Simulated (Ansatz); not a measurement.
Total energies of Ga7P6H20⁻, a cluster cut from zinc blende GaP (hydrogen-capped) from Ansatz at PBE0-D4/def2-TZVP, gas phase (1 Eh = 27.2114 eV = 2625.5 kJ/mol). The reference geometry is relaxed at PBE-D4/def2-SVP.

Cartesian coordinates in Å:
```
Ga 1.821 -2.980 1.419
Ga -0.431 2.742 -3.376
Ga 2.093 1.167 0.634
Ga 0.386 -1.227 -1.811
Ga -2.196 -2.599 0.831
Ga -1.727 1.300 0.512
Ga -0.283 -0.464 3.730
P 0.879 0.725 -3.214
P 2.024 -1.113 -0.124
P -0.327 -2.415 2.330
P -1.068 3.055 -1.073
P 0.105 1.182 1.985
P -1.636 -0.757 -0.666
H 2.955 -2.828 2.522
H 1.735 -4.301 0.534
H -1.764 2.324 -4.132
H 0.466 3.950 -3.874
H 3.394 1.470 1.489
H 1.795 2.094 -0.645
H 0.317 -2.467 -2.791
H -2.103 -3.937 -0.024
H -3.550 -2.207 1.566
H -3.165 1.699 1.036
H 0.995 -0.483 4.676
H -1.724 -0.164 4.336
H 2.255 1.079 -3.057
H 0.957 0.247 -4.564
H 3.236 -1.305 -0.867
H -0.577 -3.478 3.261
H -0.121 3.921 -0.445
H -2.163 3.981 -1.134
H 0.076 2.475 2.606
H -2.656 -0.685 -1.671
```

| state | geometry | energy (Eh) |
| --- | --- | --- |
| charge -1 singlet | reference | -15532.05871 |
| charge 0 doublet | reference | -15531.85941 |
| charge 0 doublet | relaxed at PBE-D4/def2-SVP | -15531.88582 |

Single mean-field runs in def2-TZVP are fitted with def2-universal-jkfit.

Problem. Work out the vertical ionisation energy to the doublet.

Solution. E(charge 0 doublet) − E(charge -1 singlet) = -15531.85941 − (-15532.05871) = 0.19930 Eh = 5.42 eV. For comparison, −ε of the highest occupied level is 4.14 eV at this level, 1.28 eV less.

Problem. How much does the charge 0 doublet relax, and what is the adiabatic ionisation energy?

Solution. Relaxation: -15531.85941 − (-15531.88582) = 0.02641 Eh = 0.72 eV. Adiabatic ionisation energy: 0.17289 Eh = 4.70 eV, without zero-point energy.
